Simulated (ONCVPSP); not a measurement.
# Pseudopotential generation for Mg: ONCV, LDA (Perdew-Zunger), scalar-relativistic.

Mg (Z = 12), optimised norm-conserving Vanderbilt (ONCV), made with ONCVPSP 4.0.1 (LDA (Perdew-Zunger), scalar-relativistic). Core [He], reference 2s2 2p6 3s1 3p1. Waves: 2s+3s: rc 1.15 bohr, ncon 4, nbas 8, qcut 11.8 1/bohr, 2 projectors; 2p+3p: rc 1.40 bohr, ncon 3, nbas 6, qcut 9 1/bohr, 2 projectors. Local part: polynomial inside 0.95 bohr (lpopt 3, dvloc0 4 Ha). Core correction: none.

All-electron outer shells of the reference configuration (LDA (Perdew-Zunger), scalar-relativistic, ld1.x):

```tsv
shell	level (eV)	outermost node (bohr)	outermost maximum (bohr)
1s	-1255.52	–	0.09
2s	-81.35	0.18	0.55
2p	-48.76	–	0.48
3s	-5.77	0.90	2.44
3p	-2.13	0.95	3.33
```

Task: Estimate the cutoffs (Ha) at which the residual kinetic energy of the hardest occupied pseudo-wave falls to 1 and 0.1 mHa per electron.

Result: 34 Ha and 42 Ha.

Task: Does the potential have ghost states?

Result: No bound ghost flagged; no localised positive-energy state flagged.

Task: Tests: 2s2 2p6 3s2 3p0; 2s2 2p6 3s1 3p0; 2s2 2p6 3s0 3p0; 2s2 2p6 3s0 3p2. Which has the largest error in its energy relative to the reference configuration, and how large is it?

Result: 2s2 2p6 3s0 3p0, with -1.2 meV (all-electron minus pseudo) on +19.60 eV.
